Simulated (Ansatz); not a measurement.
Consider the homolysis of the S–Si bond: `F[SiH](F)[S][GeH3]` → `[S][GeH3]`• + `F[SiH]F`•.

Calculated with Ansatz (gas phase, PBE0-D4/def2-TZVP geometries, no zero-point term in ΔE). CBS: MP2 limit from def2 TZ/QZ plus the TZ coupled-cluster correction, frozen cores. This one scheme is used for every species. Functionals use def2-TZVPP. B3LYP here is the variant with VWN-RPA as its local correlation; programs differ in this. Open shells (•) are unrestricted, without spin–orbit coupling. For Ge outer-core shells are correlated without core-valence functions, which leaves a few kJ/mol of doubt a bond. Scalar relativity is left out up to krypton. Each species was taken in one conformer, which may not be the lowest.

`F[SiH](F)[S][GeH3]`:

Z-matrix (Å, degrees):
```
Si
F 1 1.589
S 1 2.092 2 111.0
F 1 1.587 2 105.0 3 121.2
H 1 1.471 2 109.6 3 -122.3
Ge 3 2.247 1 98.6 2 47.5
H 6 1.532 3 104.4 1 154.8
H 6 1.532 3 108.8 1 -86.3
H 6 1.532 3 109.1 1 35.4
```

`[S][GeH3]`•:

Z-matrix (Å, degrees):
```
Ge
S 1 2.210
H 1 1.538 2 104.4
H 1 1.536 2 110.7 3 118.6
H 1 1.536 2 110.7 3 -118.6
```

`F[SiH]F`•:

Z-matrix (Å, degrees):
```
Si
F 1 1.592
F 1 1.592 2 107.3
H 1 1.493 2 107.6 3 -115.6
```

```tsv
level	ΔE (kJ/mol)	difference from CCSD(T)/CBS
PBE-D4	399.7	-21.2
r2SCAN-D4	397.4	-23.5
PBE0-D4	404.7	-16.2
B3LYP-D4	393.0	-27.9
ωB97X-V	414.9	-6.0
ωB97M-V	421.3	0.4
B2PLYP	393.2	-27.7
PBE	387.8	-33.1
r2SCAN	394.5	-26.4
PBE0	394.3	-26.6
B3LYP	373.6	-47.3
HF/def2-TZVPP	298.8	-122.1
MP2/def2-TZVPP	424.1	3.2
SCS-MP2/def2-TZVPP	414.0	-6.9
CCSD/def2-TZVPP	395.8	-25.1
CCSD(T)/def2-TZVPP	406.2	-14.7
HF/def2-QZVPP	297.0	-123.9
MP2/def2-QZVPP	431.9	11.0
SCS-MP2/def2-QZVPP	422.7	1.8
HF/CBS(def2)	296.7	-124.2
MP2/CBS(def2)	438.8	17.9
CCSD/CBS(def2)	410.5	-10.4
CCSD(T)/CBS	420.9	0
```

Largest T1 diagnostic among the species: 0.014.

From PBE to PBE0 (25 % exact exchange), in def2-TZVPP and without D4, ΔE moves by +6.5 kJ/mol. The D4 term adds +19.4 kJ/mol with B3LYP and +10.4 kJ/mol with PBE0; it sums over pairs of atoms, weighted by their polarisabilities, and B3LYP, whose exchange is more repulsive, gets the larger term.
